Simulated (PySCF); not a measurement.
Compound: 1,1,2-trifluorobuta-1,3-diene, C4H3F3.
Numbering: `[CH2:1]=[CH:2][C:3]([F:4])=[C:5]([F:6])[F:7]` (hydrogens: H8, H9 on C1; H10 on C2)

Computed by this run: PySCF, PBE0-D3(BJ)/def2-SVP geometry optimisation, gas phase; density fitting, grid level 2; the optimiser is geomeTRIC in internal coordinates, started from a GFN2-xTB structure.

Step 0: E = -12323.7740 eV
```
atom  x, y, z in Å  |  force x, y, z in eV/Å
C1      1.7817    0.5046    0.5235    0.058   0.048  -0.022
C2      0.6397   -0.1590    0.6653   -0.598   0.072  -0.310
C3     -0.5519    0.1480   -0.0983    0.198   0.531  -0.404
F4     -0.4774    1.1572   -0.9871   -0.055  -0.422   0.360
C5     -1.7165   -0.4970    0.0170   -1.205  -0.677   0.125
F6     -2.8206   -0.2395   -0.6646    0.864  -0.016   0.369
F7     -1.9057   -1.5065    0.8588    0.233   0.603  -0.442
H8      2.6506    0.2548    1.1047    0.477  -0.196   0.370
H9      1.8770    1.3159   -0.1784   -0.001   0.426  -0.391
H10     0.5320   -0.9739    1.3654    0.029  -0.368   0.345
```

Task: Estimate the geometry and energy of step 1. (The exact step hangs on the optimiser's Hessian estimate; all steps are aligned on step 0, rigid shifts and turns removed.)

Result: E = -12323.7676 eV, largest force 0.682 eV/Å
```
atom  x, y, z in Å  |  force x, y, z in eV/Å
C1      1.7738    0.5253    0.5058    0.085   0.017   0.021
C2      0.6599   -0.1937    0.6962   -0.002  -0.011   0.023
C3     -0.5442    0.0881   -0.0484    0.043  -0.107   0.091
F4     -0.4648    1.0867   -0.9325   -0.039   0.038  -0.052
C5     -1.7366   -0.5235    0.0317    0.145   0.547  -0.381
F6     -2.7253   -0.1219   -0.7252   -0.290  -0.302   0.128
F7     -2.0508   -1.5111    0.8201    0.068  -0.094   0.096
H8      2.6914    0.3269    1.0620   -0.029  -0.049   0.030
H9      1.7867    1.3411   -0.2220    0.031  -0.034   0.040
H10     0.6189   -1.0131    1.4186   -0.013  -0.006   0.003
```

The energy changes by +0.0064 eV. The first-order estimate −F·Δx gives -0.1105 eV and the mean of the old and new forces, exact on a quadratic surface, +0.0015 eV. The step makes an angle of 82° with the force vector and moves no atom by more than 0.163 Å. The energy falls at the start of this step and ends higher, so the step passed the lowest point of its straight line.

What follows is the cost of the whole optimisation. Time: 42 s wall; peak memory 0.67 GiB. Hardware: one thread of an Arm Neoverse V1 (shared host).
